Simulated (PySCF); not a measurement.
A PySCF script (with the pyscf-properties extension) for the NMR shieldings of `C[C@H](C(C)=O)C[SiH](F)F`, C$_{5}$H$_{10}$F$_{2}$OSi, on a GFN2-xTB geometry:

```python
import basis_set_exchange as bse
import numpy as np
from pyscf import gto, dft
from pyscf.prop import nmr

atoms = """
C    -2.311708    0.546728    0.286982
C    -0.896161    0.510672   -0.206285
O    -0.568989    1.074073   -1.227459
C     0.129289   -0.227991    0.620489
C    -0.404856   -1.502117    1.272436
C     1.361774   -0.494956   -0.244055
Si    1.852674    1.030075   -1.264483
F     3.471912    1.012926   -1.225508
F     1.619421    2.356145   -0.390123
H    -2.883100    1.270780   -0.288186
H    -2.341921    0.802890    1.342701
H    -2.760740   -0.437063    0.162268
H     0.410287    0.480758    1.411619
H    -0.777983   -2.189325    0.515773
H     0.400220   -1.998978    1.808585
H    -1.201366   -1.291632    1.981092
H     1.147647   -1.333462   -0.908190
H     2.191635   -0.802369    0.392268
H     1.552160    1.202097   -2.659115
"""
names = dict.fromkeys(["C", "O", "Si", "F", "H"], "pcSseg-1")
basis = {el: gto.basis.parse(bse.get_basis(n, elements=[el], fmt="nwchem")) for el, n in names.items()}
mol = gto.M(atom=atoms, basis=basis, charge=0, verbose=0)
mf = dft.RKS(mol, xc="PBE0")
mf.grids.level = 2
mf.grids.alignment = dft.numint.BLKSIZE   # the property module wants whole blocks of grid points
mf.conv_tol = 1e-9
mf.kernel()

calc = nmr.RKS(mf)   # GIAO
C = mf.mo_coeff
Co = C[:, mf.mo_occ > 0]
resp = mf.gen_response(singlet=True, hermi=2)
def vind(x):   # induced exchange potential for any number of trial vectors
    d = np.einsum("pi,xij,qj->xpq", C, 2 * x.reshape(-1, C.shape[1], Co.shape[1]), Co, optimize=True)
    return np.einsum("xpq,pi,qj->xij", resp(d - d.transpose(0, 2, 1)), C, Co, optimize=True).ravel()
mo1, _ = nmr.rhf.solve_mo1(calc, with_cphf=vind)
sigma = calc.kernel(mo1)
for i, s in enumerate(sigma):   # ppm
    w = np.linalg.eigvalsh((s + s.T) / 2)
    print("%2d %-2s iso %8.1f  s11 %8.1f  s22 %8.1f  s33 %8.1f" % (i, mol.atom_pure_symbol(i), w.mean(), *w))
```

**Question.** What are the results?

**Answer.** 
```
 0 C  iso    158.2  s11    138.4  s22    149.2  s33    187.1
 1 C  iso    -38.2  s11   -117.3  s22    -98.6  s33    101.2
 2 O  iso   -282.6  s11   -760.8  s22   -392.1  s33    305.1
 3 C  iso    138.7  s11    123.2  s22    126.0  s33    166.8
 4 C  iso    165.7  s11    149.6  s22    162.7  s33    184.7
 5 C  iso    164.0  s11    148.2  s22    162.9  s33    180.9
 6 Si iso    374.5  s11    321.9  s22    367.0  s33    434.5
 7 F  iso    302.0  s11    245.9  s22    309.8  s33    350.3
 8 F  iso    348.9  s11    284.8  s22    370.0  s33    392.0
 9 H  iso     29.4  s11     25.4  s22     27.9  s33     35.0
10 H  iso     29.3  s11     25.5  s22     29.3  s33     33.0
11 H  iso     29.4  s11     25.3  s22     29.6  s33     33.3
12 H  iso     29.0  s11     24.7  s22     30.1  s33     32.2
13 H  iso     30.9  s11     27.9  s22     28.5  s33     36.2
14 H  iso     30.3  s11     25.4  s22     29.1  s33     36.4
15 H  iso     30.0  s11     25.5  s22     28.4  s33     36.1
16 H  iso     31.6  s11     27.1  s22     30.9  s33     36.7
17 H  iso     30.7  s11     26.0  s22     30.0  s33     36.2
18 H  iso     26.3  s11     21.9  s22     24.4  s33     32.6
```

These numbers come from an equivalent density-fitted implementation of the same equations, which agrees with the script to about 0.01 ppm for H and up to a few tenths of a ppm for heavy atoms, so last digits may differ.

**Question.** Turn these shieldings into chemical shifts. Chemical shifts δ = σref − σ; ¹³C (186.93 ppm) and ²⁹Si (349.16 ppm) and ¹H (31.72 ppm) vs TMS; ¹⁷O (336.08 ppm) vs H2O; ¹⁹F (170.95 ppm) vs CFCl3, all at this level.

**Answer.** Averaging equivalent atoms: C 1: 225.2; C 3: 48.3; C 0: 28.7; C 5: 22.9; C 4: 21.3; O 2: 618.7; Si 6: -25.3; F 7: -131.1; F 8: -178.0; H 18: 5.41; H 12: 2.68; H 9/10/11: 2.34; H 13/14/15: 1.33; H 17: 0.99; H 16: 0.17 ppm. Unscaled 19F shifts against computed CFCl3 carry errors that often reach 10 to 50 ppm. Unscaled 17O shifts of doubly bonded oxygen tend to come out too high, by tens of ppm or more. Experimental scales use liquid or dissolved standards, which lie at an offset from isolated H2O (liquid H2O: subtract about 36 ppm).

Size and cost of the density-fitted run: 210 basis functions, 55 s wall time on 1 thread of an Arm Neoverse V1, shared host; peak memory 0.87 GiB.
